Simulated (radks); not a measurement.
Values are calculated unless marked as measured or tabulated.
Q: The thulium ion Tm38+, configuration [Ar] 3d10 4s2 4p1. Level of theory: Dirac Kohn-Sham, BLYP, spin-unpolarised, spherical densities, finite nucleus; open shells fill j = l - 1/2 first; Fermi nuclear charge, rms radius 5.2256 fm (a radial shooting solver on a logarithmic mesh with Libxc functionals). Some entries of the table are withheld. Estimate them.

| orbital | occ. | eigenvalue (Ry) | <r^2> (bohr^2) |
|---|---|---|---|
| 1s1/2 | 2 | -4476.420 | 0.0005485 |
| 2s1/2 | 2 | -856.5148 | 0.008428 |
| 2p1/2 | 2 | -822.7838 | 0.006064 |
| 2p3/2 | 4 | -750.4616 | 0.007270 |
| 3s1/2 | 2 | -281.8042 | 0.05391 |
| 3p1/2 | 2 | -267.1657 | 0.04956 |
| 3p3/2 | 4 | -251.3157 | 0.05574 |
| 3d3/2 | 4 | (1) | (2) |
| 3d5/2 | 6 | (3) | (4) |
| 4s1/2 | 2 | -134.0064 | 0.2146 |
| 4p1/2 | 1 | -127.8365 | 0.2131 |
| 4p3/2 | 0 | -122.7096 | 0.2315 |
| 4d3/2 | 0 | -112.7869 | (5) |
| 4d5/2 | 0 | -111.6600 | (6) |
| 5s1/2 | 0 | -78.81063 | (7) |

A: 
(1) 3d3/2 eigenvalue (Ry): -226.7804
(2) 3d3/2 <r^2> (bohr^2): 0.04321
(3) 3d5/2 eigenvalue (Ry): -223.2634
(4) 3d5/2 <r^2> (bohr^2): 0.04489
(5) 4d3/2 <r^2> (bohr^2): 0.2219
(6) 4d5/2 <r^2> (bohr^2): 0.2270
(7) 5s1/2 <r^2> (bohr^2): 0.6180
